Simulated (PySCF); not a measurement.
C2H5FO2Si, SMILES OC([Si@@H](F)C)=O. The structure is a stationary point at B3LYP-D3(BJ)/def2-SVP. The structure was generated by enumeration; whether it is a known compound was not checked. One conformer was computed; it need not be the lowest.

Computed equilibrium geometry at B3LYP-D3(BJ)/def2-SVP (PySCF confirms it by a frequency run) as bond lengths and angles (one conformer of several):
Atoms: C1 Si2 F3 C4 O5 O6 H7 H8 H9 H10 H11. Bonded distances (Å): C1–Si2 1.860, C1–H7 1.101, C1–H8 1.101, C1–H9 1.102, Si2–F3 1.630, Si2–C4 1.919, Si2–H10 1.485, C4–O5 1.211, C4–O6 1.343, O6–H11 0.977. Angles (°): Si2–C1–H7 111.7, Si2–C1–H8 110.6, Si2–C1–H9 109.0, H7–C1–H8 108.5, H7–C1–H9 108.7, H8–C1–H9 108.2, C1–Si2–F3 110.6, C1–Si2–C4 107.3, C1–Si2–H10 113.6, F3–Si2–C4 110.4, F3–Si2–H10 107.9, C4–Si2–H10 107.0, Si2–C4–O5 119.6, Si2–C4–O6 117.4, O5–C4–O6 123.0, C4–O6–H11 107.1.
